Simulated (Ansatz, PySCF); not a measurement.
Complex: HF (SMILES F) (first 2 atoms) with C2H4 (SMILES C=C); geometry from B3LYP-D3(BJ)/def2-TZVP, rigid monomers moved along the line of their centres of mass till H2···C3 is 2.02 Å.
(charge 0, multiplicity 1):
```xyz
8

F     -0.23389     0.85647     0.58511
H     -0.16840     0.55536     1.46868
C     -0.55894     0.31953     3.43180
C      0.48317    -0.43442     3.09904
H     -0.43629     1.33917     3.77652
H     -1.57325    -0.05752     3.38084
H      0.36109    -1.45707     2.76311
H      1.49808    -0.06034     3.15885
```

Monomers are frozen at their geometry in the pair; levels with a basis set take the counterpoise correction.

Frozen-core correlation. CBS: X⁻³ extrapolation of the correlation energy, Hartree–Fock from the larger set.

The values were computed with Ansatz (a quantum-chemistry and plane-wave program); PySCF for the dispersion terms. Each number belongs to the level named beside it.

**Question.** Give the interaction energy at the level B3LYP/def2-TZVPPD.

**Answer.** -3.2 kcal/mol

**Question.** Predict the interaction energy from MP2/CBS(aug-cc-pVDZ, aug-cc-pVTZ) + ΔCCSD(T)/aug-cc-pVDZ.

**Answer.** -3.6 kcal/mol

**Question.** What is the computed interaction energy (r2SCAN-D4/def2-TZVPPD)?

**Answer.** -5.1 kcal/mol
